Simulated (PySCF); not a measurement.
# Solvent effects on NMR parameters

Numbering as in the mapped SMILES `[CH3:1][CH2:2][CH2:3][C:4]1=[CH:5][SiH2:6][CH:7]=[CH:8][SiH2:9]1`. Each H is labelled by its parent atom.

GIAO PBE0/pcSseg-1 in PySCF on one PBE0-D3(BJ)/def2-SVP conformer, non-relativistic, equivalent nuclei averaged. Solvents enter as an IEF-PCM continuum (chloroform with ε = 4.7, acetone with ε = 20.5) around the gas-phase geometry. Shifts are referred to TMS computed in the same medium.

Gas phase, δ in ppm: C4 168.9, C7 154.9, C8 154.2, C5 145.4, C3 50.8, C2 23.0, C1 13.8, Si6 -68.3, Si9 -72.4, H(C7) 7.27, H(C8) 7.27, H(C5) 6.76, H(Si6) 4.62, H(Si9) 4.51. Dipole moment 0.56 D.

Task: How does each δ change in the continuum?

Result: 
```json
{"atoms": "C4", "environment": "fully substituted alkene carbon", "Δδ, chloroform": "+2.2", "Δδ, acetone": "+3.1"}
{"atoms": "C7", "environment": "alkene CH", "Δδ, chloroform": "+1.2", "Δδ, acetone": "+1.7"}
{"atoms": "C8", "environment": "alkene CH", "Δδ, chloroform": "+1.8", "Δδ, acetone": "+2.4"}
{"atoms": "C5", "environment": "alkene CH", "Δδ, chloroform": "+0.3", "Δδ, acetone": "+0.5"}
{"atoms": "C3", "environment": "allylic sp3 CH2", "Δδ, chloroform": "+0.4", "Δδ, acetone": "+0.5"}
{"atoms": "C2", "environment": "sp3 CH2", "Δδ, chloroform": "+0.4", "Δδ, acetone": "+0.5"}
{"atoms": "C1", "environment": "methyl carbon", "Δδ, chloroform": "+0.3", "Δδ, acetone": "+0.4"}
{"atoms": "Si6", "environment": "silicon bonded to 2 C, 2 H, in a 6-membered ring", "Δδ, chloroform": "-0.4", "Δδ, acetone": "-0.6"}
{"atoms": "Si9", "environment": "silicon bonded to 2 C, 2 H, in a 6-membered ring", "Δδ, chloroform": "-0.4", "Δδ, acetone": "-0.6"}
{"atoms": "H(C7)", "environment": "hydrogen on an alkene CH", "Δδ, chloroform": "+0.11", "Δδ, acetone": "+0.16"}
{"atoms": "H(C8)", "environment": "hydrogen on an alkene CH", "Δδ, chloroform": "+0.13", "Δδ, acetone": "+0.18"}
{"atoms": "H(C5)", "environment": "hydrogen on an alkene CH", "Δδ, chloroform": "+0.09", "Δδ, acetone": "+0.12"}
{"atoms": "H(Si6)", "environment": "hydrogen on a silicon bonded to 2 C, in a 6-membered ring", "Δδ, chloroform": "-0.06", "Δδ, acetone": "-0.08"}
{"atoms": "H(Si9)", "environment": "hydrogen on a silicon bonded to 2 C, in a 6-membered ring", "Δδ, chloroform": "-0.05", "Δδ, acetone": "-0.06"}
```

Changes are relative to the gas phase. The dipole moment becomes 0.70 D in chloroform, 0.75 D in acetone.

Task: Which of the listed nuclei move most (in ppm), and what does the model miss?

Result: C4 (fully substituted alkene carbon, +3.1 ppm) in acetone. A continuum only polarises the solute; specific hydrogen bonds, the anisotropy of aromatic solvents and changes of geometry or conformer are outside it.
